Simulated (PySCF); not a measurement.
**[La(H2O)4]3+ at several levels of theory**

Computed with PySCF 2.14.0 (density fitting, no spin-orbit coupling) at the geometry relaxed with PBE0:

```xyz
13
[La(H2O)4]3+ (singlet; a saddle point, relaxed within its symmetry)
La    0.0000    0.0000    0.0000
O     1.4013    1.4119    1.4119
H     1.7668    1.2144    2.3013
H     1.7668    2.3013    1.2144
O    -1.4013   -1.4119    1.4119
H    -1.7668   -1.2144    2.3013
H    -1.7668   -2.3013    1.2144
O     1.4013   -1.4119   -1.4119
H     1.7668   -2.3013   -1.2144
H     1.7668   -1.2144   -2.3013
O    -1.4013    1.4119   -1.4119
H    -1.7668    2.3013   -1.2144
H    -1.7668    1.2144   -2.3013
```

| level | basis | state | HOMO (eV) | gap (eV) | charge on La1 (e) | population of f-type functions on La1 (core shells left out) | dipole about the centre of mass (D) | largest force component (eV/Å) |
| --- | --- | --- | --- | --- | --- | --- | --- | --- |
| PBE0 | La def2-SVP with ECP46, O def2-SVP, H def2-SVP | singlet | -23.64 | 8.33 | 1.84 | 0.12 | 0.00 | 0.00 |

Charges are Mulliken's, which hang on the basis. The relaxation used the grid (50, 194), these runs (75, 302) or, all-electron (x2c bases, spin-free X2C Hamiltonian), (99, 590).

Problem. A further run in the first row's basis gives HOMO (eV) -26.21, gap (eV) 13.13, charge on La1 (e) 1.87, population of f-type functions on La1 (core shells left out) 0.12, dipole about the centre of mass (D) 0.00, largest force component (eV/Å) 0.07. Which level was it?
A. wB97X
B. PBE

Solution. A. The others give HOMO -21.73 eV (PBE).

In the first row's basis the gap widens with exact exchange: 5.5 eV for PBE (none); 8.3 eV for PBE0 (a fixed share); 13.1 eV for wB97X (rising or full at long range).
